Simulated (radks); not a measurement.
Results of a calculation; reference values are marked as such.
Q: These are the eigenvalues of the occupied orbitals of an atom or ion with whole-number occupations (eV). Code: a radial shooting solver on a logarithmic mesh with Libxc functionals. Model: scalar-relativistic Kohn-Sham, Slater X-alpha with alpha = 0.75, spin-unpolarised, spherical densities, finite nucleus; Fermi nuclear charge, rms radius of each element as measured or else 0.836 A^(1/3) + 0.57 fm.

orbital  eigenvalue
1s        -78483.56
2s        -13847.01
2p        -12020.37
3s        -3295.648
3p        -2763.068
3d        -2183.541
4s        -749.7400
4p        -574.7269
4d        -361.6724
5s        -153.8162
4f        -124.3985
5p        -106.9995
5d         -53.2447

Which element is it, and in what charge state? The configuration may be excited.

A: Z = 78, platinum, charge +4: Pt4+ in [Xe] 4f14 5d6. The list shows which subshells hold electrons but not how many an open one holds; the 1s level, -2884.2 hartree, gives Z - s = 76.0 by -(Z - s)^2/2, which with screening and relativity narrows Z to a few neighbours, and the depths of the outer levels then fix element, charge and occupations together.
